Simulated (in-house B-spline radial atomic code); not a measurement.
What moves the levels of Pt⁺ ([Xe] 4f14 5d9)? Method: Dirac-Hartree-Fock, average of configuration, Fermi nucleus of rms radius 5.427 fm. Calculated with an all-electron radial atomic-structure program (B-spline basis).

Baseline run (computed): total energy -18434.6023 hartree, 1s1/2 at -2900.147 hartree, 5d5/2 at -18.92 eV with <r> = 1.651 bohr.

Scaling the speed of light c (a factor of 100 is close to the non-relativistic limit):

```tsv
c/c0	ΔE (hartree)	5d5/2 level (eV)	5d5/2 <r> (bohr)
0.9	-326.17	-18.6009	1.667
0.98	-54.969	-18.8633	1.654
1.02	50.913	-18.9746	1.649
1.2	380.14	-19.3555	1.632
100	1104.2	-20.4051	1.591
```

Changing the nucleus:

```json
{"nucleus": "Gaussian nucleus of rms radius 5.427 fm", "ΔE (eV)": "-0.8"}
{"nucleus": "uniform spherical nucleus of rms radius 5.427 fm", "ΔE (eV)": "0.193"}
{"nucleus": "Gaussian nucleus of rms radius 0.01 fm", "ΔE (eV)": "-105"}
{"nucleus": "Fermi nucleus of rms radius 5.3185 fm", "ΔE (eV)": "-3.41"}
{"nucleus": "Fermi nucleus of rms radius 5.5355 fm", "ΔE (eV)": "3.45"}
```

A larger nucleus binds the electrons less, roughly as the density at the nucleus times the change of the nuclear <r²>. At equal rms radius the shape enters only through higher moments. A radius of 0.01 fm is nearly a point.

The nuclear charge is raised by 0.1. What does the Hellmann-Feynman theorem predict for the energy, and what is found?

dE/dZ ≈ -Σ<1/r>, which is -593.968 at the start and -595.177 at the end; their mean times 0.1 is -59.457 hartree, and the two runs differ by -59.453 hartree.
